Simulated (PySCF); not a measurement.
A PySCF script (with the pyscf-properties extension) for the NMR shieldings of SMILES [SiH3]BCBNC1CC1, C$_{4}$H$_{13}$B$_{2}$NSi, on a GFN2-xTB geometry:

```python
import basis_set_exchange as bse
import numpy as np
from pyscf import gto, dft
from pyscf.prop import nmr

atoms = """
Si    2.458507    1.164097   -0.470688
B     2.505850   -0.714095    0.078962
C     1.723491   -1.205392    1.331457
B     0.252768   -1.464232    0.735275
N    -0.568376   -0.378652    0.502101
C    -1.887677   -0.371687   -0.033458
C    -2.844787    0.718786    0.348723
C    -2.273671    0.675029   -1.040179
H     1.771626    2.083891    0.466367
H     1.748383    1.400728   -1.743962
H     3.775399    1.796707   -0.658443
H     3.061092   -1.519415   -0.577191
H     2.106036   -2.125670    1.770204
H     1.642652   -0.456352    2.120358
H    -0.138643   -2.540690    0.484682
H    -0.234266    0.558448    0.685524
H    -2.279402   -1.371981   -0.165055
H    -2.490969    1.492733    1.013328
H    -3.884625    0.467718    0.488247
H    -2.919649    0.392800   -1.856501
H    -1.532661    1.414173   -1.305627
"""
names = dict.fromkeys(["Si", "B", "C", "N", "H"], "pcSseg-1")
basis = {el: gto.basis.parse(bse.get_basis(n, elements=[el], fmt="nwchem")) for el, n in names.items()}
mol = gto.M(atom=atoms, basis=basis, charge=0, verbose=0)
mf = dft.RKS(mol, xc="PBE0")
mf.grids.level = 2
mf.grids.alignment = dft.numint.BLKSIZE   # the property module wants whole blocks of grid points
mf.conv_tol = 1e-9
mf.kernel()

calc = nmr.RKS(mf)   # GIAO
C = mf.mo_coeff
Co = C[:, mf.mo_occ > 0]
resp = mf.gen_response(singlet=True, hermi=2)
def vind(x):   # induced exchange potential for any number of trial vectors
    d = np.einsum("pi,xij,qj->xpq", C, 2 * x.reshape(-1, C.shape[1], Co.shape[1]), Co, optimize=True)
    return np.einsum("xpq,pi,qj->xij", resp(d - d.transpose(0, 2, 1)), C, Co, optimize=True).ravel()
mo1, _ = nmr.rhf.solve_mo1(calc, with_cphf=vind)
sigma = calc.kernel(mo1)
for i, s in enumerate(sigma):   # ppm
    print("%2d %-2s %9.2f" % (i, mol.atom_pure_symbol(i), np.trace(s) / 3))
```

Question: What does it print?

Answer: 
```
 0 Si    460.00
 1 B       2.32
 2 C     135.38
 3 B      65.46
 4 N      97.83
 5 C     151.57
 6 C     177.10
 7 C     177.87
 8 H      28.38
 9 H      28.04
10 H      27.98
11 H      22.44
12 H      28.42
13 H      28.87
14 H      26.77
15 H      27.71
16 H      28.95
17 H      31.34
18 H      30.97
19 H      31.10
20 H      31.29
```

These numbers come from an equivalent density-fitted implementation of the same equations, which agrees with the script to about 0.01 ppm for H and up to a few tenths of a ppm for heavy atoms, so last digits may differ.

Size and cost of the density-fitted run: 208 basis functions, 85 s wall time on 1 thread of an Arm Neoverse N1, shared host; peak memory 0.93 GiB.
